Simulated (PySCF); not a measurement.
Be(Br)(iPr) (C3H7BeBr), SMILES C[CH](C)[Be][Br]. Geometry: PBE-D3(BJ)/def2-SVP. The structure was generated by enumeration; whether it is a known compound was not checked. One conformer was computed; it need not be the lowest.

**Question.** Give the equilibrium geometry at PBE-D3(BJ)/def2-SVP (PySCF confirms it by a frequency run) as Cartesian coordinates in Å, and its point group. (Estimate from the structure and the level; the computed values follow.)

**Answer.** Several could match; the one computed here: point group Cs.
```xyz
12

Be    -0.2092     0.1999     0.0000
Br     1.7520    -0.0272     0.0000
C     -1.8866     0.4012     0.0000
C     -2.5557    -0.1580     1.2732
C     -2.5557    -0.1580    -1.2732
H     -2.0437     1.5090     0.0000
H     -3.6513     0.0421     1.2774
H     -2.4341    -1.2599     1.3504
H     -2.1397     0.2835     2.2029
H     -2.1397     0.2835    -2.2029
H     -3.6513     0.0421    -1.2774
H     -2.4341    -1.2599    -1.3504
```
